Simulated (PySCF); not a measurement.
Geometry:
```csv
atom,x (Å),y (Å),z (Å)
C1,-0.410,1.609,-0.233
S2,-0.315,-0.094,-0.820
C3,-1.392,-0.932,0.360
Al4,1.905,-0.747,0.040
H5,-1.431,1.994,-0.366
H6,-0.100,1.667,0.821
H7,0.285,2.194,-0.850
H8,-2.427,-0.582,0.234
H9,-1.336,-2.005,0.131
H10,-1.040,-0.759,1.387
H11,1.835,-2.315,-0.284
H12,2.807,0.212,-0.874
H13,1.641,-0.292,1.562
```

Calculated, not measured (PySCF 2.14.0 with density-fitted response routines): shieldings: GIAO PBE0/pcSseg-1, geometry from PBE0-D3(BJ)/def2-SVP. No relativistic terms, fast rotation and ring inversion assumed for equivalent nuclei, a single conformation, no solvent.

References, each an isolated molecule treated in the same way: ¹³C and ¹H vs TMS; ³³S vs CS2; ²⁷Al against AlH4-.

```csv
atoms,nucleus,count,Hirshfeld charge,δ (ppm)
S2,³³S,1,0.16,-92
Al4,²⁷Al,1,0.26,?
C1/C3,¹³C,2,-0.10,24.0
H5/H6/H7/H8/H9/H10,¹H,6,0.06,2.12
H11/H12/H13,¹H,3,-0.19,?
```

Complete the table.

Answers


- H11/H12/H13: 3.99 ppm, hydrogen on an aluminium bonded to S
- Al4: 74.1 ppm, aluminium bonded to S, 3 H

Hydrides on Al or Ga are broadened by the quadrupolar metal nucleus. Shifts are as computed. Against solution values, carbons near 30 ppm lie about +2 ppm off and those near 130 ppm about +5 ppm. Of 1211 compounds with measured shifts, 218 miss one by over three times the rms of a fit or turn the order of signals round; such compounds aren't used in these exercises.
